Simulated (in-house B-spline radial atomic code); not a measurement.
Inner levels of thulium as electrons are removed. A shift is the extra binding of the orbital against the neutral atom ([Xe] 4f13 6s2). Computed with an all-electron radial atomic-structure program (B-spline basis): non-relativistic Hartree-Fock, average of the configuration, point nuclei.

This level leaves out relativity, spin-orbit splitting included, which matters for heavy ions.

```
  ion      configuration  shift of 3s (eV)  shift of 3d (eV)  shift of 2s (eV)  radius of 3s (bohr)  radius of 3d (bohr)  radius of 2s (bohr)  Σ<r²> (bohr²)  change of density at nucleus (bohr⁻³)
Tm31+           [Kr] 4d2           1152.95           1160.83           1188.75              0.23482              0.19828             0.093017         3.5923                                 313.15
Tm32+           [Kr] 4d1                 ?                 ?                 ?                    ?                    ?                    ?              ?                                      ?
Tm33+  [Ar] 3d10 4s2 4p6           1272.13           1282.72           1320.55              0.23424              0.19766             0.092987          3.024                                 396.55
Tm34+  [Ar] 3d10 4s2 4p5                 ?                 ?                 ?                    ?                    ?                    ?              ?                                      ?
Tm35+  [Ar] 3d10 4s2 4p4           1391.41           1405.41           1452.87               0.2337              0.19706             0.092948         2.4758                                 490.74
Tm36+  [Ar] 3d10 4s2 4p3              1452           1467.78           1520.28              0.23342              0.19676             0.092928         2.2115                                 539.29
Tm37+  [Ar] 3d10 4s2 4p2            1513.2           1530.83           1588.51              0.23314              0.19644             0.092907         1.9533                                 588.78
Tm38+  [Ar] 3d10 4s2 4p1           1575.03           1594.56           1657.56              0.23285              0.19612             0.092885         1.7011                                 639.24
Tm39+      [Ar] 3d10 4s2           1637.47           1658.96           1727.44              0.23256               0.1958             0.092863         1.4547                                 690.66
Tm40+      [Ar] 3d10 4s1           1698.36           1723.35           1795.82              0.23259              0.19549             0.092858         1.2114                                -104.75
Tm41+          [Ar] 3d10           1759.78           1788.35           1864.91               0.2324              0.19518             0.092851        0.97321                                -923.04
Tm42+           [Ar] 3d9            1862.9           1904.12           2003.68              0.23113              0.19353             0.092775        0.91603                                -823.01
Tm43+           [Ar] 3d8                 ?                 ?                 ?                    ?                    ?                    ?              ?                                      ?
Tm44+           [Ar] 3d7           2072.45            2140.2           2287.06              0.22862              0.19033             0.092615        0.80717                                -616.26
Tm45+           [Ar] 3d6           2178.89           2260.49           2431.64              0.22738              0.18877             0.092531        0.75534                                 -509.5
Tm46+           [Ar] 3d5           2286.42           2382.29           2578.13              0.22615              0.18725             0.092444        0.70513                                -400.51
```

Question: Fill in the row of Tm32+.

Answer: shift of 3s (eV): 1212.12; shift of 3d (eV): 1221.32; shift of 2s (eV): 1254.1; radius of 3s (bohr): 0.23453; radius of 3d (bohr): 0.19797; radius of 2s (bohr): 0.093003; Σ<r²> (bohr²): 3.3036; change of density at nucleus (bohr⁻³): 354.31.

Question: Fill in the row of Tm34+.

Answer: shift of 3s (eV): 1331.46; shift of 3d (eV): 1343.72; shift of 2s (eV): 1386.29; radius of 3s (bohr): 0.23397; radius of 3d (bohr): 0.19736; radius of 2s (bohr): 0.092968; Σ<r²> (bohr²): 2.7466; change of density at nucleus (bohr⁻³): 443.17.

Question: Fill in the row of Tm43+.

Answer: shift of 3s (eV): 1967.12; shift of 3d (eV): 2021.4; shift of 2s (eV): 2144.4; radius of 3s (bohr): 0.22987; radius of 3d (bohr): 0.19191; radius of 2s (bohr): 0.092696; Σ<r²> (bohr²): 0.86071; change of density at nucleus (bohr⁻³): -720.77.
